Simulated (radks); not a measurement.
Fractional charge and spin in the 5p shell of holmium: the spin-up occupation runs from 2 to 3 and the spin-down occupation from 2 to 3; the fullest corner is Ho+, [Kr] 4d10 4f(up 5.5, down 5.5) 5s2 6s(up 0.5, down 0.5) 5p(up 3, down 3). Method: scalar-relativistic Kohn-Sham, BLYP, spin-polarised, spherical densities, finite nucleus; Fermi nuclear charge, rms radius of each element as measured or else 0.836 A^(1/3) + 0.57 fm; computed with a radial shooting solver on a logarithmic mesh with Libxc functionals. Energy (eV) minus the two flat planes that join the four corners (they meet along the diagonal where the two added fractions sum to one electron); zero is where a piecewise linear energy would lie.

\begin{tabular}{lrrr}
down \ up & 2 & 2.5 & 3 \\ \hline
2 & 0.000 & -1.625 & 0.000 \\
2.5 & -1.625 & 0.206 & -1.497 \\
3 & 0.000 & -1.497 & 0.000 \\
\end{tabular}

Corners above the fullest one (they belong to Ho2+ and the next ion): (up 3, down 2) 38.098 eV, (up 2, down 3) 38.098 eV, (up 2, down 2) 89.524 eV. With half an added electron in each spin the energy lies 0.206 eV from the planes, and with half an added electron in spin up alone -1.625 eV. The planes are only a guide here: the flat-plane condition holds for ground states with one frontier orbital, while this shell lies below other occupied shells, so the corners above the fullest one are inner-hole states and not the ground states of those ions.
